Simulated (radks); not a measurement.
Results of a calculation; reference values are marked as such.
Initial-state core-level shifts of the xenon ion Xe2+ when its valence configuration changes from [Kr] 4d10 5s2 5p4. Code: a radial shooting solver on a logarithmic mesh with Libxc functionals. Model: Dirac Kohn-Sham, PBE, spin-unpolarised, spherical densities, point nucleus; open shells are shared between the two j in proportion to 2j + 1. Shifts are changes of the shell-averaged eigenvalues in eV (positive: less bound).

\begin{tabular}{lrrrr}
valence & 1s & 2p & 3p & 4p \\ \hline
4d9.5 5s2 5p4.5 & -5.128 & -5.439 & -5.141 & -4.026 \\
4d9 5s2 5p5 & -10.307 & -10.943 & -10.326 & -8.038 \\
4d10 5s1.5 5p4.5 & -0.704 & -0.687 & -0.701 & -0.677 \\
4d10 5p6 & -2.768 & -2.704 & -2.761 & -2.664 \\
4d8 5s2 5p6 & -20.825 & -22.152 & -20.825 & -16.024 \\
4d10 5s1 5p5 & -1.399 & -1.367 & -1.395 & -1.346 \\
\end{tabular}
